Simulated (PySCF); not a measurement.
AlF3: PBE0 against B3LYP

Base calculation in PySCF with density fitting and no spin–orbit coupling, PBE0/def2-TZVP (no relativity): singlet, D3h, Al–F 1.629 Å (×3); wavenumbers 243 (×2), 291, 697, 962 (×2) cm⁻¹; gap between the highest occupied and lowest empty levels 10.23 eV, polar-tensor charge of Al 1.90 e, atomisation energy (no zero-point energy) 1719 kJ/mol.

What changes on going to B3LYP/def2-TZVP (no relativity)?

The point group stays the same. Changes: mean bond to Al +0.005 Å, highest wavenumber -11 cm⁻¹, lowest wavenumber -1 cm⁻¹, gap between the highest occupied and lowest empty levels -0.74 eV, polar-tensor charge of Al -0.02 e, atomisation energy (no zero-point energy) +15 kJ/mol. The new structure has Al–F 1.634 Å (×3), with wavenumbers 242 (×2), 289, 689, 951 (×2) cm⁻¹.

Each species is the lowest minimum found with this bonding; other isomers or fragments can lie lower.
